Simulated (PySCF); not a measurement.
1,1-dichloro-2,2-difluoroethane (C2H2Cl2F2), SMILES FC(F)C(Cl)Cl. Atoms are numbered in the order given.

```xyz
8

F     -1.4804    -1.3376     0.8243
C     -1.1308    -0.0893     0.4676
F     -1.6291     0.1654    -0.7467
C      0.3908     0.0164     0.4689
Cl     1.0973    -1.0771    -0.7219
Cl     0.8565     1.7028     0.1944
H     -1.5563     0.6273     1.1930
H      0.7680    -0.2772     1.4568
```

Coordinates come from a PBE0-D3(BJ)/def2-SVP optimisation. Other conformers were not sampled.

Calculation: PBE/pcSseg-1 in PySCF.

GIAO shieldings, no solvent; atoms listed in one row are averaged. δ = σ(ref) − σ: ¹⁹F against CFCl3 (σ = 133.6 ppm); ¹³C against TMS (σ = 182.0 ppm); ³⁵Cl against HCl (σ = 936.5 ppm); ¹H against TMS (σ = 31.49 ppm), references at their B3LYP-D3(BJ)/def2-TZVP geometries, non-relativistic (without spin–orbit terms, shifts of atoms bonded to Cl or Br come out too high).

Q: Estimate the chemical shifts. (An estimate is asked for; the answer gives what the named calculation found.)

A: 
| nucleus | atoms | count | δ (ppm) |
|---|---|---|---|
| ¹⁹F | F1 | 1 | -148.6 |
| ¹⁹F | F3 | 1 | -177.4 |
| ¹³C | C2 | 1 | 121.8 |
| ¹³C | C4 | 1 | 88.3 |
| ³⁵Cl | Cl6 | 1 | 254.9 |
| ³⁵Cl | Cl5 | 1 | 214.7 |
| ¹H | H7 | 1 | 6.24 |
| ¹H | H8 | 1 | 6.01 |
